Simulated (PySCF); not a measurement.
Mapped SMILES: `[CH3:1][C:2]([CH3:3])([CH3:4])[CH2:5][n:6]1[cH:7][p:8][cH:9][n:10]1`; H(Xn) means a hydrogen on atom n.

Non-relativistic, no solvent, one conformer, averaged over atoms made equivalent by symmetry, fast rotation or ring inversion. Shielding tensors at PBE0/pcSseg-1 (GIAO); coordinates at the GFN2-xTB level; PySCF 2.14.

Scale: TMS for ¹³C (186.93 ppm) (reference shieldings calculated alike).

Problem. Do the ¹³C shifts follow the atomic charges (in e)? Tabulate both.

Solution. 
| atoms | hybridisation | δ (ppm) | σ para (ppm) | Hirshfeld | IAO | Mulliken | ESP-fitted |
| --- | --- | --- | --- | --- | --- | --- | --- |
| C9 | sp2 | 167.4 | -242 | -0.08 | -0.28 | -0.19 | +0.10 |
| C7 | sp2 | 165.2 | -235 | -0.07 | -0.33 | -0.12 | -0.25 |
| C5 | sp3 | 68.6 | -131 | -0.01 | -0.16 | +0.20 | -0.63 |
| C2 | sp3 | 36.1 | -95 | +0.03 | +0.05 | -0.66 | +0.81 |
| C1/C3/C4 | sp3 | 29.4 | -91 | -0.12 | -0.42 | -0.15 | -0.58 |

Correlation coefficients of δ with charge over these carbons: Hirshfeld -0.28, IAO -0.33, Mulliken +0.23, ESP-fitted -0.03; with the paramagnetic shielding -1.00. With so few points, grouped by hybridisation, these coefficients are fragile. Charge is one influence among several: hybridisation and low-lying excitations act through the paramagnetic term.

Shifts are as computed. Against solution values, carbons near 30 ppm lie about +3 ppm off and those near 130 ppm about +5 ppm. Of 1211 compounds with measured shifts, 218 miss one by over three times the rms of a fit or turn the order of signals round; such compounds aren't used in these exercises.
